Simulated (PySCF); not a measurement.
Stepwise substitution at one centre (Al Br-SH). Isolated molecules, 0 K electronic values unless said otherwise. One relaxed conformer stands for each flexible species; it need not be the lowest. Strings in code marks are SMILES.

The S1–T1 gap (TDA) from two functionals at the same geometries (B3LYP-D3(BJ)/def2-TZVP), both in PySCF: PBE-D3(BJ)/def2-TZVP and ωB97X-D3(BJ)/def2-TZVP. Excitations are Tamm–Dancoff values on a coarser integration grid. The basis has no diffuse functions, so Rydberg states are missing or too high.

```json
[
 {"species": "0 of 3 Br replaced by SH", "ωB97X-D3(BJ)/def2-TZVP (eV)": "0.32"},
 {"species": "1 of 3 Br replaced by SH", "ωB97X-D3(BJ)/def2-TZVP (eV)": "0.30"},
 {"species": "2 of 3 Br replaced by SH (`[Al]([Br])([SH])[SH]` (H–S–Al–Br torsion -180°, Br–Al–S–H torsion 0°))", "ωB97X-D3(BJ)/def2-TZVP (eV)": "0.29"},
 {"species": "3 of 3 Br replaced by SH (`[SH][Al]([SH])[SH]`)", "ωB97X-D3(BJ)/def2-TZVP (eV)": "0.37"}
]
```

### Question
What does PBE-D3(BJ)/def2-TZVP give for each?

### Answer

- 0 of 3 Br replaced by SH: 0.24
- 1 of 3 Br replaced by SH: 0.27
- 2 of 3 Br replaced by SH (`[Al]([Br])([SH])[SH]` (H–S–Al–Br torsion -180°, Br–Al–S–H torsion 0°)): 0.22
- 3 of 3 Br replaced by SH (`[SH][Al]([SH])[SH]`): 0.20
Over these rows, drawn at random from the members with no instability flagged (it was tested for open shells, ions and some series alone), PBE minus ωB97X-D3(BJ): mean -0.09 eV, from -0.17 eV to -0.03 eV.
